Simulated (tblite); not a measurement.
All values are computed: GFN2-xTB (tblite) harmonic vibrations without scaling, gas phase. The method is semi-empirical: single wavenumbers can be off by several per cent or more. Modes of hydrogen on silicon can be 10 to 20 % off. One conformer each. Open shells enter through the occupations alone, without spin polarisation, and single modes of such species can be off by tens of per cent. Thermal functions are those of the rigid rotor and harmonic oscillator, without mixing of conformers.

Question: Order these by their zero-point energy, highest first (kcal/mol).
A. `C=CC(C=C)=N/N=C/CC`
B. `C#CCNN=C1CCCC1`
C. `CC(C)(C)Cn1nncc1F`
D. `C#C[CH][C@H](N)C#C` [radical]
E. `CO[C@@H]1C[C@@]1(C)[C+](C)C`
F. `C/C=N\N([SiH3])CCC`
G. `c1cc(nn1C=C)C(C)C`

Answer: E (130.8), C (118.5), G (115.7), B (115.1), F (114.0), A (112.9), D (59.1).

```json
{"SMILES": "CO[C@@H]1C[C@@]1(C)[C+](C)C", "atoms": "24", "mass (u)": "127.11", "symmetry number": "1", "modes under 300 cm⁻¹": "9", "ZPE (kcal/mol)": "130.8", "S translation (cal/(mol K))": "40.5", "S rotation": "29.2", "S vibration": "35.0", "S spin": "0.0", "S": "104.7", "Cp": "44.5"}
{"SMILES": "CC(C)(C)Cn1nncc1F", "atoms": "23", "mass (u)": "157.10", "symmetry number": "1", "modes under 300 cm⁻¹": "9", "ZPE (kcal/mol)": "118.5", "S translation (cal/(mol K))": "41.1", "S rotation": "30.0", "S vibration": "33.0", "S spin": "0.0", "S": "104.1", "Cp": "44.1"}
{"SMILES": "C=Cn1ccc(C(C)C)n1", "atoms": "22", "mass (u)": "136.10", "symmetry number": "1", "modes under 300 cm⁻¹": "8", "ZPE (kcal/mol)": "115.7", "S translation (cal/(mol K))": "40.7", "S rotation": "29.7", "S vibration": "30.3", "S spin": "0.0", "S": "100.6", "Cp": "40.8"}
{"SMILES": "C#CCNN=C1CCCC1", "atoms": "22", "mass (u)": "136.10", "symmetry number": "1", "modes under 300 cm⁻¹": "8", "ZPE (kcal/mol)": "115.1", "S translation (cal/(mol K))": "40.7", "S rotation": "30.0", "S vibration": "31.8", "S spin": "0.0", "S": "102.4", "Cp": "41.0"}
{"SMILES": "C/C=N\\N([SiH3])CCC", "atoms": "22", "mass (u)": "130.09", "symmetry number": "1", "modes under 300 cm⁻¹": "10", "ZPE (kcal/mol)": "114.0", "S translation (cal/(mol K))": "40.5", "S rotation": "29.3", "S vibration": "34.8", "S spin": "0.0", "S": "104.6", "Cp": "42.7"}
{"SMILES": "C=CC(C=C)=N/N=C/CC", "atoms": "22", "mass (u)": "136.10", "symmetry number": "1", "modes under 300 cm⁻¹": "9", "ZPE (kcal/mol)": "112.9", "S translation (cal/(mol K))": "40.7", "S rotation": "30.4", "S vibration": "37.7", "S spin": "0.0", "S": "108.7", "Cp": "44.1"}
{"SMILES": "C#C[CH][C@H](N)C#C", "atoms": "13", "mass (u)": "92.05", "symmetry number": "1", "modes under 300 cm⁻¹": "6", "ZPE (kcal/mol)": "59.1", "S translation (cal/(mol K))": "39.5", "S rotation": "27.8", "S vibration": "22.9", "S spin": "1.4", "S": "91.6", "Cp": "32.4"}
```

Entropies and Cp are for 298.15 K and 1 bar.
